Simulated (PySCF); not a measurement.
Two-component Hartree-Fock for La (lanthanum, neutral)

Start: [Xe] 5d1 6s2; 5d3/2 filled at m_j = +3/2. Calculated with PySCF 2.14 in x2c-TZVPPall-2c (11s11p10d3f1g, 124 functions): generalised Hartree-Fock with the X2C-1e Hamiltonian and a Gaussian nucleus; one run each with spin-orbit coupling (SO) switched off, then screened by Boettger's factors.

```json
{"spinor shell": "1s1/2", "electrons": "2", "ε, spin-free (eV)": "-39120.5", "ε, screened SO (eV)": "-39115.4", "weight of nominal j (screened SO)": "1.000", "rms radius, screened SO (bohr)": "0.0286"}
{"spinor shell": "2s1/2", "electrons": "2", "ε, spin-free (eV)": "-6335.5", "ε, screened SO (eV)": "-6333.9", "weight of nominal j (screened SO)": "1.000", "rms radius, screened SO (bohr)": "0.116"}
{"spinor shell": "2p1/2", "electrons": "2", "ε, spin-free (eV)": "-5671.4", "ε, screened SO (eV)": "-5960.0", "weight of nominal j (screened SO)": "1.000", "rms radius, screened SO (bohr)": "0.100"}
{"spinor shell": "2p3/2", "electrons": "4", "ε, spin-free (eV)": "-5671.4", "ε, screened SO (eV)": "-5543.4", "weight of nominal j (screened SO)": "1.000", "rms radius, screened SO (bohr)": "0.106"}
{"spinor shell": "3s1/2", "electrons": "2", "ε, spin-free (eV)": "-1400.7", "ε, screened SO (eV)": "-1400.0", "weight of nominal j (screened SO)": "1.000", "rms radius, screened SO (bohr)": "0.303"}
{"spinor shell": "3p1/2", "electrons": "2", "ε, spin-free (eV)": "-1183.7", "ε, screened SO (eV)": "-1241.2", "weight of nominal j (screened SO)": "1.000", "rms radius, screened SO (bohr)": "0.295"}
{"spinor shell": "3p3/2", "electrons": "4", "ε, spin-free (eV)": "-1183.7", "ε, screened SO (eV)": "-1157.7", "weight of nominal j (screened SO)": "1.000", "rms radius, screened SO (bohr)": "0.308"}
{"spinor shell": "3d3/2", "electrons": "4", "ε, spin-free (eV)": "-871.97", "ε, screened SO (eV)": "-882.15", "weight of nominal j (screened SO)": "1.000", "rms radius, screened SO (bohr)": "0.279"}
{"spinor shell": "4s1/2", "electrons": "2", "ε, spin-free (eV)": "-301.85", "ε, screened SO (eV)": "-301.56", "weight of nominal j (screened SO)": "1.000", "rms radius, screened SO (bohr)": "0.694"}
{"spinor shell": "4p1/2", "electrons": "2", "ε, spin-free (eV)": "-228.40", "ε, screened SO (eV)": "-240.62", "weight of nominal j (screened SO)": "1.000", "rms radius, screened SO (bohr)": "0.719"}
{"spinor shell": "4p3/2", "electrons": "4", "ε, spin-free (eV)": "-228.40", "ε, screened SO (eV)": "-222.67", "weight of nominal j (screened SO)": "1.000", "rms radius, screened SO (bohr)": "0.746"}
{"spinor shell": "4d3/2", "electrons": "4", "ε, spin-free (eV)": "-118.78", "ε, screened SO (eV)": "-120.54", "weight of nominal j (screened SO)": "1.000", "rms radius, screened SO (bohr)": "0.820"}
{"spinor shell": "4d5/2", "electrons": "6", "ε, spin-free (eV)": "-118.78", "ε, screened SO (eV)": "-117.24", "weight of nominal j (screened SO)": "1.000", "rms radius, screened SO (bohr)": "0.830"}
{"spinor shell": "5s1/2", "electrons": "2", "ε, spin-free (eV)": "-48.519", "ε, screened SO (eV)": "-48.360", "weight of nominal j (screened SO)": "1.000", "rms radius, screened SO (bohr)": "1.67"}
{"spinor shell": "5p1/2", "electrons": "2", "ε, spin-free (eV)": "-27.747", "ε, screened SO (eV)": "-30.013", "weight of nominal j (screened SO)": "0.994", "rms radius, screened SO (bohr)": "1.89"}
{"spinor shell": "5p3/2", "electrons": "4", "ε, spin-free (eV)": "-27.747", "ε, screened SO (eV)": "-26.514", "weight of nominal j (screened SO)": "0.997", "rms radius, screened SO (bohr)": "1.96"}
{"spinor shell": "5d3/2", "electrons": "1", "ε, spin-free (eV)": "-6.068", "ε, screened SO (eV)": "-6.102", "weight of nominal j (screened SO)": "1.000", "rms radius, screened SO (bohr)": "3.29"}
{"spinor shell": "6s1/2", "electrons": "2", "ε, spin-free (eV)": "-5.136", "ε, screened SO (eV)": "-5.126", "weight of nominal j (screened SO)": "0.732", "rms radius, screened SO (bohr)": "4.63"}
```

**Question.** Where does 3d5/2 lie, and what is the 3d spin-orbit splitting (screened SO)?

**Answer.** At -864.46 eV, 17.690 eV above 3d3/2.

```
   quantity    spin-free  screened SO
E (hartree)  -8487.68868  -8491.13768
        M_J          3/2          3/2
       ⟨J²⟩        3.770        3.778
       ⟨L²⟩        7.682        7.870
       ⟨S²⟩        1.656        1.764
```

Each row is a mean over spinors that exchange with the open shell spreads, by up to 1.783 eV (5p1/2).

Rows whose weight is well below 1 are mixtures of j = l ± 1/2: exchange outweighs spin-orbit coupling there, and the label is only the starting occupation.

Breit and QED terms are absent; they matter most for the inner s and p1/2 levels.

Densities and radii are taken from the X2C orbitals without a picture-change correction, which distorts them close to the nucleus.

Without spin-orbit coupling the j labels of p, d and f shells carry no meaning; the spin-free column gives the mean over the occupied spinors of each nl shell.
